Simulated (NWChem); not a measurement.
System: C4H4S2; SMILES Sc1cccs1

NWChem printed, in part:

```
             Northwest Computational Chemistry Package (NWChem) 7.3.0
             --------------------------------------------------------

 C1  symmetry detected

                             Geometry "geometry" -> ""
                             -------------------------

 Output coordinates in angstroms (scale by  1.889725989 to convert to a.u.)

  No.       Tag          Charge          X              Y              Z
 ---- ---------------- ---------- -------------- -------------- --------------
    1 S                   16.0000    -0.02910649    -2.16915711    -0.05860825
    2 C                    6.0000    -0.19618551    -0.42082663     0.01561008
    3 C                    6.0000    -1.36480909     0.30403678     0.00238699
    4 C                    6.0000    -1.14273172     1.70712731    -0.01329375
    5 C                    6.0000     0.19075800     2.02785741    -0.01450802
    6 S                   16.0000     1.18149817     0.62943733    -0.01394292
    7 H                    1.0000     0.28481507    -2.37573444     1.24238381
    8 H                    1.0000    -2.34651676    -0.17128464     0.00776173
    9 H                    1.0000    -1.93912633     2.45273758    -0.01766994
   10 H                    1.0000     0.64037093     3.02062876    -0.01282882

 Effective nuclear repulsion energy (a.u.)     327.0627644775

                                 NWChem DFT Module
                                 -----------------

 Summary of "ao basis" -> "ao basis" (spherical)
 ------------------------------------------------------------------------------
       Tag                 Description            Shells   Functions and Types
 ---------------- ------------------------------  ------  ---------------------
 S                          def2-svp                 8       18   4s3p1d
 C                          def2-svp                 6       14   3s2p1d
 H                          def2-svp                 3        5   2s1p

            General Information
            -------------------
          SCF calculation type: DFT
          Wavefunction type:  closed shell.
          No. of atoms     :    10
          No. of electrons :    60
           Alpha electrons :    30
            Beta electrons :    30
          Charge           :     0
          Spin multiplicity:     1
          Use of symmetry is: off; symmetry adaption is: off
          Maximum number of iterations: 150
          AO basis - number of functions:   112
                     number of shells:    52
          Convergence on energy requested:  1.00D-06
          Convergence on density requested:  1.00D-05
          Convergence on gradient requested:  5.00D-04

              XC Information
              --------------
                         B3LYP Method XC Potential
                     Hartree-Fock (Exact) Exchange  0.200
                        Slater Exchange Functional  0.800 local
                    Becke 1988 Exchange Functional  0.720 non-local
              Lee-Yang-Parr Correlation Functional  0.810
                  VWN I RPA Correlation Functional  0.190 local

             Grid Information
             ----------------
          Grid used for XC integration:  medium
          Radial quadrature: Mura-Knowles
          Angular quadrature: Lebedev.
          Tag              B.-S. Rad. Rad. Pts. Rad. Cut. Ang. Pts.
          ---              ---------- --------- --------- ---------
          S                   1.00       88          12.0       590
          C                   0.70       49          12.0       434
          H                   0.35       45          13.0       434
          Grid pruning is: on
          Number of quadrature shells:   552
          Spatial weights used:  Erf1

      Superposition of Atomic Density Guess
      -------------------------------------

 Sum of atomic energies:        -947.19099505

      Non-variational initial energy
      ------------------------------

 Total energy =    -950.742539
 1-e energy   =   -1953.396493
 2-e energy   =     675.591189
 HOMO         =      -0.240418
 LUMO         =       0.003928

     ---------------------------------------------
      Total Density - Mulliken Population Analysis
     ---------------------------------------------

    Atom       Charge   Shell Charges
 -----------   ------   -------------------------------------------------------
    1 S   16    16.15   2.00  1.99  1.19  0.62  5.94  1.77  2.58  0.05
    2 C    6     6.05   1.99  0.96  0.22  1.75  1.08  0.05
    3 C    6     6.15   1.99  0.98  0.28  2.04  0.82  0.04
    4 C    6     6.18   1.99  0.97  0.29  2.02  0.87  0.04
    5 C    6     6.11   1.99  0.97  0.29  1.90  0.93  0.04
    6 S   16    15.84   2.00  1.99  1.19  0.64  5.94  1.71  2.28  0.08
    7 H    1     0.81   0.59  0.19  0.03
    8 H    1     0.92   0.67  0.23  0.03
    9 H    1     0.91   0.67  0.21  0.02
   10 H    1     0.89   0.66  0.21  0.02

[...]

                         DFT ENERGY GRADIENTS

    atom               coordinates                        gradient
                 x          y          z           x          y          z
   1 S      -0.055003  -4.099113  -0.110754   -0.000005   0.005788   0.001331
   2 C      -0.370737  -0.795247   0.029499    0.002304   0.000944   0.000089
   3 C      -2.579115   0.574546   0.004511    0.003587   0.001613  -0.000006
   4 C      -2.159450   3.226003  -0.025122    0.002988  -0.003197   0.000029
   5 C       0.360480   3.832095  -0.027416   -0.000069  -0.006501   0.000043
   6 S       2.232708   1.189464  -0.026348   -0.008950   0.000841   0.000042
   7 H       0.538222  -4.489487   2.347765   -0.000439   0.000823  -0.001514
   8 H      -4.434274  -0.323681   0.014668    0.000152  -0.000200  -0.000006
   9 H      -3.664417   4.635002  -0.033391    0.000217  -0.000076  -0.000005
  10 H       1.210126   5.708161  -0.024243    0.000214  -0.000034  -0.000003
```

Level: B3LYP/def2-SVP. The geometry was optimised at PBE0/def2-SVP.

Write an input that gives this output.

Several could match; the one computed here: the input that was run:
```
start job
memory heap 200 mb stack 900 mb global 1100 mb
geometry units angstroms noautoz
  S      0.192108    -2.102776    -0.391588
  C     -0.067906    -0.378681    -0.168043
  C     -1.270047     0.264305     0.012813
  C     -1.135305     1.677174     0.075047
  C      0.166283     2.087209    -0.062081
  S      1.230636     0.762469    -0.284256
  H      0.677058    -2.373668     0.843419
  H     -2.213516    -0.275975     0.100409
  H     -1.968898     2.365536     0.221603
  H      0.552900     3.105938    -0.040446
end
basis spherical
  S library def2-svp
  C library def2-svp
  H library def2-svp
end
dft
  xc b3lyp
  iterations 150
  mulliken
end
task dft gradient
```
